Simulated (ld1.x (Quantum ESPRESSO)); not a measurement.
Transferability test, TM semilocal potential for zinc (Zn)

zinc, norm-conserving Troullier–Martins (semilocal form), made with ld1.x (Quantum ESPRESSO) 7.5 (PBEsol, scalar-relativistic). Core [Ne], reference 3s2 3p6 3d10 4s2 4p0. Waves: 3s (bound): rc 0.75 bohr; 3p (bound): rc 1.15 bohr; 3d (bound): rc 1.30 bohr. Local part: the d channel. Core correction: none.

Occupied shells without a wave of their own: 4s. They enter only through the test configuration that unscreens the potential.

Energies are relative to the spin-unpolarised reference configuration 3s2 3p6 3d10 4s2 4p0; without spin polarisation the order of configurations can differ from experiment.

```tsv
valence configuration	charge	ΔE all-electron (eV)	error AE − PS (meV)
3s2 3p6 3d10 4s0 4p0	+2	28.248	-352
3s2 3p6 3d9 4s0 4p0	+3	68.757	-610
3s2 3p6 3d10 4s1 4p1	0	5.126	-103
3s2 3p5 3d10 4s2 4p0	+1	91.891	-201
3s2 3p6 3d9 4s2 4p1	0	12.283	+2.9
```

What are ΔE and the potential's error for 3s2 3p6 3d9 4s2 4p0?

ΔE = 17.933 eV all-electron; the error (AE − PS) is -28 meV.

What are ΔE and the potential's error for 3s2 3p6 3d10 4s1 4p0?

ΔE = 9.899 eV all-electron; the error (AE − PS) is -140 meV.

The 4s level has no wave, so the channel is fitted at the deeper level alone: the likely source of the large errors.
